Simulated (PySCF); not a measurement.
A search over the determinants of KAl⁺

Unrestricted PBE0; K aug-pcseg-1, Al aug-pcseg-1; no relativity (PySCF 2.14). Outer shells of the fragments: K+ closed shells only; Al 3s2 3p1.

Followed along the bond (rough minima from three points):

```json
{"2Ms+1": "2", "unpaired": "σ ↑", "⟨S²⟩ at the start": "0.75", "R at minimum (Å)": "3.88", "Te (eV)": "0.00"}
{"2Ms+1": "2", "unpaired": "π ↑", "⟨S²⟩ at the start": "0.75", "R at minimum (Å)": "3.80", "Te (eV)": "0.54"}
{"2Ms+1": "4", "unpaired": "σ ↑↑, π ↑", "⟨S²⟩ at the start": "3.75", "R at minimum (Å)": "3.91", "Te (eV)": "3.61"}
```

Solutions found at the starting distance of 3.240 Å, counted from the lowest of them; the search is not exhaustive and high or unbound solutions are not listed, so other states can lie among these:

| 2Ms+1 | unpaired | term | E (eV) | ⟨S²⟩ | ⟨Lz²⟩ | μ (D) |
| --- | --- | --- | --- | --- | --- | --- |
| 2 | σ ↑ | ²Σ⁺ | 0.00 | 0.75 | 0.00 | -3.26 |
| 2 | π ↑ | ²Π | 0.41 | 0.75 | 1.01 | -3.54 |
| 4 | σ ↑↑, π ↑ | ⁴Π | 3.60 | 3.75 | 1.00 | -3.79 |
| 4 | σ ↑, π ↑↑ | ⁴Σ⁻ | 4.01 | 3.75 | 0.00 | -3.76 |
| 2 | δ ↑ | ²Δ | 5.12 | 0.75 | 4.00 | 2.82 |
| 4 | σ ↑↑↑ | ⁴Σ⁺ | 7.38 | 3.75 | 0.00 | 7.05 |

A term symbol is given only where ⟨S²⟩ and ⟨Lz²⟩ are close to those of a pure state; real π, δ and φ orbitals otherwise mix terms. A positive dipole points towards Al; it is taken about the centre of mass and depends on that origin.

**Question.** Compare the gap between the two lowest followed solutions at the starting distance with the gap between their minima.

**Answer.** At PBE0 the second solution (doublet, unpaired electrons π ↑) lies +0.41 eV from the first (doublet, unpaired electrons σ ↑) at 3.240 Å and +0.54 eV at the minima; the two curves relax by different amounts, since their minima lie near 3.80 and 3.88 Å.

Counting both spins, an empty level lies below a filled one in some of these solutions, because spin and occupation are held.
